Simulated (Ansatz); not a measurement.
Consider the isomerisation: `C1=NC[SiH2]1` → `N=C1C[SiH2]1`.

Isolated molecules relaxed with PBE0-D4/def2-TZVP in Ansatz; ΔE leaves out vibrations. CBS: MP2 limit from def2 TZ/QZ plus the TZ coupled-cluster correction, frozen cores. DFT in def2-TZVPP. Each species was taken in one conformer, which may not be the lowest.

`C1=NC[SiH2]1`:

Cartesian coordinates in Å:
```
C 1.286 -0.254 -0.197
N 0.561 -0.219 -1.254
C -0.812 0.078 -0.761
Si -0.107 0.113 1.000
H 2.355 -0.456 -0.261
H -1.188 1.008 -1.193
H -1.503 -0.723 -1.032
H -0.079 1.406 1.738
H -0.513 -0.952 1.960
```

`N=C1C[SiH2]1`:

```xyz
9

N    -0.889   -1.266    1.299
C    -0.367   -0.409    0.544
C     0.448   -0.333   -0.726
Si    0.021    1.322    0.065
H    -0.710   -2.214    0.948
H    -0.059   -0.636   -1.641
H     1.468   -0.710   -0.667
H     1.091    2.073    0.759
H    -1.003    2.173   -0.581
```

**Question.** Is it downhill or uphill in electronic energy at CCSD(T)/CBS, and by how much? (An estimate is asked.)

**Answer.** The calculation gave: Uphill: ΔE = +64.5 kJ/mol.

**Question.** What do these levels give: PBE-D4, BLYP-D4, r2SCAN-D4, PBE0-D4, ωB97M-V, PBE-QIDH, PBE, r2SCAN, CAM-B3LYP, MP2/def2-SVP, HF/def2-TZVPP, SCS-MP2/def2-TZVPP? (An estimate is asked.)

**Answer.** The calculation gave: PBE-D4 47.7, BLYP-D4 48.8, r2SCAN-D4 49.1, PBE0-D4 55.0, ωB97M-V 60.2, PBE-QIDH 62.9, PBE 47.0, r2SCAN 49.0, CAM-B3LYP 58.5, MP2/def2-SVP 60.1, HF/def2-TZVPP 73.2, SCS-MP2/def2-TZVPP 67.5 kJ/mol.

Largest T1 diagnostic among the species: 0.014.

From r2SCAN to r2SCAN0 (25 % exact exchange), in def2-TZVPP and without D4, ΔE moves by +5.5 kJ/mol. Leaving LDA and LC-ωPBE aside and taking each functional with its dispersion term where it has one, the values, not all of them listed here, spread over 15.8 kJ/mol, from PBE-D4 to ωB97X-V.
